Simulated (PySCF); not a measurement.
C5H5Cl, SMILES C(=C/Cl)/C#CC.

Geometry: PBE0-D3(BJ)/def2-SVP. The structure was generated by enumeration; whether it is a known compound was not checked.

Level of theory: PySCF 2.14.0 with TDDFT-ωB97X/def2-SVPD.

Vertical excitations. The molecule is in vacuum.

```json
[
 {"state": "S1", "energy (eV)": "5.31", "λ (nm)": "233", "f": "0.000", "main pairs": "HOMO−1→LUMO 93 %"},
 {"state": "S2", "energy (eV)": "5.42", "λ (nm)": "229", "f": "0.364", "main pairs": "HOMO→LUMO 88 %"},
 {"state": "S3", "energy (eV)": "6.21", "λ (nm)": "200", "f": "0.000", "main pairs": "HOMO→LUMO+2 38 %, HOMO→LUMO+4 23 %, HOMO→LUMO+1 16 %"},
 {"state": "S4", "energy (eV)": "6.97", "λ (nm)": "178", "f": "0.002", "main pairs": "HOMO→LUMO+1 41 %, HOMO→LUMO+3 29 %, HOMO→LUMO+2 7 %"},
 {"state": "S5", "energy (eV)": "7.08", "λ (nm)": "175", "f": "0.000", "main pairs": "HOMO−3→LUMO 95 %"},
 {"state": "S6", "energy (eV)": "7.14", "λ (nm)": "174", "f": "0.192", "main pairs": "HOMO−2→LUMO 61 %, HOMO−1→LUMO+4 12 %"},
 {"state": "S7", "energy (eV)": "7.16", "λ (nm)": "173", "f": "0.001", "main pairs": "HOMO→LUMO+1 27 %, HOMO→LUMO+4 23 %, HOMO→LUMO+3 23 %, HOMO→LUMO+6 6 %"},
 {"state": "S8", "energy (eV)": "7.71", "λ (nm)": "161", "f": "0.014", "main pairs": "HOMO→LUMO+2 42 %, HOMO→LUMO+4 11 %, HOMO→LUMO+3 11 %, HOMO−2→LUMO+1 9 %"},
 {"state": "S9", "energy (eV)": "7.75", "λ (nm)": "160", "f": "0.036", "main pairs": "HOMO−1→LUMO+1 79 %"},
 {"state": "S10", "energy (eV)": "8.32", "λ (nm)": "149", "f": "0.367", "main pairs": "HOMO−2→LUMO 32 %, HOMO−1→LUMO+2 20 %, HOMO→LUMO+9 14 %, HOMO−1→LUMO+4 10 %"},
 {"state": "T1", "energy (eV)": "3.32", "λ (nm)": "374", "f": "0", "main pairs": "HOMO→LUMO 92 %"},
 {"state": "T2", "energy (eV)": "5.04", "λ (nm)": "246", "f": "0", "main pairs": "HOMO−1→LUMO 87 %"},
 {"state": "T3", "energy (eV)": "5.50", "λ (nm)": "226", "f": "0", "main pairs": "HOMO−2→LUMO 31 %, HOMO−1→LUMO+4 20 %, HOMO−1→LUMO+2 13 %, HOMO→LUMO+9 6 %"},
 {"state": "T4", "energy (eV)": "5.90", "λ (nm)": "210", "f": "0", "main pairs": "HOMO−2→LUMO 35 %, HOMO−1→LUMO+4 20 %, HOMO−1→LUMO+2 13 %"}
]
```
Triplets are in the Tamm–Dancoff approximation, which puts them higher than full response would, so one can lie above its singlet here.
